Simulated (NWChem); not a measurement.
Everything below was run with NWChem. System: H₅GaGe, charge 0, spin multiplicity 1, at a geometry optimised with PBE/def2-SVP. The structure started from a generated list of species. Level: RHF/def2-TZVP.

The NWChem input:

```
start mol
memory heap 200 mb stack 800 mb global 1000 mb
geometry units angstroms nocenter noautoz noautosym
  Ga    -1.229743    -0.069519    -0.294870
  Ge     1.156953     0.063664     0.273999
  H      2.009997    -1.093668    -0.313583
  H      1.791036     1.402644    -0.198564
  H      1.332123     0.017893     1.820821
  H     -2.168391     1.183741    -0.042345
  H     -1.865225    -1.392758    -0.893341
end
basis spherical
  * library def2-tzvp
end
scf
  rhf
  nopen 0
  maxiter 100
  thresh 1e-7
  semidirect memsize 60000000 filesize 0
end
task scf energy
```

NWChem printed:

```
             Northwest Computational Chemistry Package (NWChem) 7.3.0
             --------------------------------------------------------

                                NWChem Input Module
                                -------------------

 Scaling coordinates for geometry "geometry" by  1.889725989
 (inverse scale =  0.529177249)

                             Geometry "geometry" -> ""
                             -------------------------

 Output coordinates in angstroms (scale by  1.889725989 to convert to a.u.)

  No.       Tag          Charge          X              Y              Z
 ---- ---------------- ---------- -------------- -------------- --------------
    1 Ga                  31.0000    -1.22974300    -0.06951900    -0.29487000
    2 Ge                  32.0000     1.15695300     0.06366400     0.27399900
    3 H                    1.0000     2.00999700    -1.09366800    -0.31358300
    4 H                    1.0000     1.79103600     1.40264400    -0.19856400
    5 H                    1.0000     1.33212300     0.01789300     1.82082100
    6 H                    1.0000    -2.16839100     1.18374100    -0.04234500
    7 H                    1.0000    -1.86522500    -1.39275800    -0.89334100

 Effective nuclear repulsion energy (a.u.)     292.7804870291

            Nuclear Dipole moment (a.u.)
            ----------------------------
        X                 Y               Z
 ---------------- ---------------- ----------------
     0.0000056692     0.0000207870    -0.0000264562


 Summary of "ao basis" -> "" (spherical)
 ------------------------------------------------------------------------------
       Tag                 Description            Shells   Functions and Types
 ---------------- ------------------------------  ------  ---------------------
 *                         def2-tzvp                  on all atoms

 Summary of "ao basis" -> "ao basis" (spherical)
 ------------------------------------------------------------------------------
       Tag                 Description            Shells   Functions and Types
 ---------------- ------------------------------  ------  ---------------------
 Ga                        def2-tzvp                16       48   6s5p4d1f
 Ge                        def2-tzvp                16       48   6s5p4d1f
 H                         def2-tzvp                 4        6   3s1p

                                 NWChem SCF Module
                                 -----------------

  ao basis        = "ao basis"
  functions       =   126
  atoms           =     7
  closed shells   =    34
  open shells     =     0
  charge          =   0.00
  wavefunction    = RHF
  use symmetry    = F
  symmetry adapt  = F

 Summary of "ao basis" -> "ao basis" (spherical)
 ------------------------------------------------------------------------------
       Tag                 Description            Shells   Functions and Types
 ---------------- ------------------------------  ------  ---------------------
 Ga                        def2-tzvp                16       48   6s5p4d1f
 Ge                        def2-tzvp                16       48   6s5p4d1f
 H                         def2-tzvp                 4        6   3s1p

 Forming initial guess at       0.1s

      Superposition of Atomic Density Guess
      -------------------------------------

 Sum of atomic energies:       -4001.02979263

      Non-variational initial energy
      ------------------------------

 Total energy =   -4001.514558
 1-e energy   =   -6166.650374
 2-e energy   =    1872.355328
 HOMO         =      -0.274935
 LUMO         =      -0.030455

 Starting SCF solution at       3.9s

 ----------------------------------------------
         Quadratically convergent ROHF

 Convergence threshold     :          1.000E-07
 Maximum no. of iterations :          100
 Final Fock-matrix accuracy:          1.000E-09
 ----------------------------------------------

              iter       energy          gnorm     gmax       time
             ----- ------------------- --------- --------- --------
                 1    -4001.4788198039  4.56D-01  1.16D-01      4.1
                 2    -4001.5030739825  2.18D-01  5.44D-02      4.3
                 3    -4001.5060323392  1.06D-02  2.74D-03      5.1
                 4    -4001.5060441668  6.63D-05  1.08D-05      6.3
                 5    -4001.5060441674  4.03D-09  1.44D-09      8.5

       Final RHF  results
       ------------------

         Total SCF energy =  -4001.506044167396
      One-electron energy =  -6168.272508105349
      Two-electron energy =   1873.985976908881
 Nuclear repulsion energy =    292.780487029071

        Time for solution =      4.6s

             Final eigenvalues
             -----------------

              1
    1 -405.2194
    2 -378.8229
    3  -52.1286
    4  -48.1764
    5  -46.2161
    6  -46.2160
    7  -46.2160
    8  -42.5054
    9  -42.5023
   10  -42.5020
   11   -7.1718
   12   -6.4029
   13   -5.1474
   14   -5.1472
   15   -5.1471
   16   -4.4994
   17   -4.4924
   18   -4.4919
   19   -1.6215
   20   -1.6214
   21   -1.6194
   22   -1.6180
   23   -1.6179
   24   -1.2109
   25   -1.2069
   26   -1.2061
   27   -1.2001
   28   -1.1988
   29   -0.7219
   30   -0.5772
   31   -0.4668
   32   -0.4627
   33   -0.4268
   34   -0.3684
   35    0.0234
   36    0.1184
   37    0.1332
   38    0.1539
   39    0.1682
   40    0.1766
   41    0.2077
   42    0.2603
   43    0.2608
   44    0.2702

                       ROHF Final Molecular Orbital Analysis
                       -------------------------------------

 Vector   32  Occ=2.000000D+00  E=-4.627106D-01
              MO Center=  1.4D+00,  3.3D-01,  7.9D-01, r^2= 2.3D+00
   Bfn.  Coefficient  Atom+Function         Bfn.  Coefficient  Atom+Function
  ----- ------------  ---------------      ----- ------------  ---------------
    66      0.294922  2 Ge pz               110      0.259470  5 H  s
    69      0.206616  2 Ge pz               104     -0.194899  4 H  s

 Vector   33  Occ=2.000000D+00  E=-4.268038D-01
              MO Center= -1.5D+00, -9.3D-02, -3.8D-01, r^2= 3.8D+00
   Bfn.  Coefficient  Atom+Function         Bfn.  Coefficient  Atom+Function
  ----- ------------  ---------------      ----- ------------  ---------------
    17      0.290516  1 Ga py               116      0.223563  6 H  s
   122     -0.221665  7 H  s                117      0.170581  6 H  s
   123     -0.169256  7 H  s

 Vector   34  Occ=2.000000D+00  E=-3.684332D-01
              MO Center= -4.8D-02, -1.6D-03, -1.0D-02, r^2= 3.7D+00
   Bfn.  Coefficient  Atom+Function         Bfn.  Coefficient  Atom+Function
  ----- ------------  ---------------      ----- ------------  ---------------
    64     -0.313831  2 Ge px                16      0.303187  1 Ga px
    67     -0.277718  2 Ge px                54      0.154018  2 Ge s

 Vector   35  Occ=0.000000D+00  E= 2.338934D-02
              MO Center= -1.1D+00, -6.7D-02, -2.9D-01, r^2= 4.7D+00
   Bfn.  Coefficient  Atom+Function         Bfn.  Coefficient  Atom+Function
  ----- ------------  ---------------      ----- ------------  ---------------
    21      0.739268  1 Ga pz                20     -0.263675  1 Ga py
    18      0.241403  1 Ga pz               111     -0.170321  5 H  s
    19     -0.155193  1 Ga px

 Vector   36  Occ=0.000000D+00  E= 1.184418D-01
              MO Center= -1.8D-01, -2.4D-02, -2.6D-02, r^2= 9.3D+00
   Bfn.  Coefficient  Atom+Function         Bfn.  Coefficient  Atom+Function
  ----- ------------  ---------------      ----- ------------  ---------------
    54      2.873178  2 Ge s                  6     -1.870073  1 Ga s
    19     -1.828853  1 Ga px                67     -1.224534  2 Ge px
   111     -0.466208  5 H  s                 21     -0.425363  1 Ga pz
   105     -0.417088  4 H  s                 99     -0.320590  3 H  s
    41     -0.314434  1 Ga d  2              69     -0.210225  2 Ge pz

 Vector   37  Occ=0.000000D+00  E= 1.331992D-01
              MO Center=  1.1D-01,  7.8D-02,  1.8D-01, r^2= 5.9D+00
   Bfn.  Coefficient  Atom+Function         Bfn.  Coefficient  Atom+Function
  ----- ------------  ---------------      ----- ------------  ---------------
    20      1.278031  1 Ga py               123      1.179546  7 H  s
   117     -0.903360  6 H  s                 99      0.830362  3 H  s
    68      0.770992  2 Ge py               105     -0.564488  4 H  s
    21      0.472345  1 Ga pz                69      0.271662  2 Ge pz
    54     -0.230641  2 Ge s                111     -0.219416  5 H  s

 center of mass
 --------------
 x =   0.02391326 y =   0.00042542 z =   0.00391412

 moments of inertia (a.u.)
 ------------------
          82.194528636038         -41.811853673920        -184.430655337680
         -41.811853673920         843.929159516893         -14.296877543061
        -184.430655337680         -14.296877543061         813.075638920958

  Mulliken analysis of the total density
  --------------------------------------

    Atom       Charge   Shell Charges
 -----------   ------   -------------------------------------------------------
    1 Ga  31    30.53   2.00  2.00  1.17  0.80  0.76  0.39  5.98  4.46  1.54  1.00  0.32  8.87  1.13  0.02  0.07  0.01
    2 Ge  32    32.17   2.00  2.00  1.16  0.80  0.75  0.65  5.98  4.44  1.56  1.46  1.17  8.91  1.10  0.04  0.13  0.02
    3 H    1     1.02   0.23  0.56  0.22  0.01
    4 H    1     1.02   0.23  0.56  0.22  0.01
    5 H    1     1.02   0.22  0.56  0.22  0.01
    6 H    1     1.12   0.22  0.56  0.34  0.01
    7 H    1     1.12   0.22  0.56  0.34  0.01

       Multipole analysis of the density wrt the origin
       ------------------------------------------------

     L   x y z        total         open         nuclear
     -   - - -        -----         ----         -------
     0   0 0 0     -0.000000      0.000000     68.000000

     1   1 0 0     -0.137897      0.000000      0.000006
     1   0 1 0     -0.023814      0.000000      0.000021
     1   0 0 1     -0.066344      0.000000     -0.000026

     2   2 0 0    -32.124160      0.000000    381.807570
     2   1 1 0      0.212959      0.000000     19.197869
     2   1 0 1     -1.128829      0.000000     87.787098
     2   0 2 0    -30.682657      0.000000     24.227445
     2   0 1 1     -1.443339      0.000000      8.873303
     2   0 0 2    -27.257960      0.000000     33.392360

 Task  times  cpu:        8.5s     wall:        8.5s

 Total times  cpu:        8.5s     wall:        8.5s
```
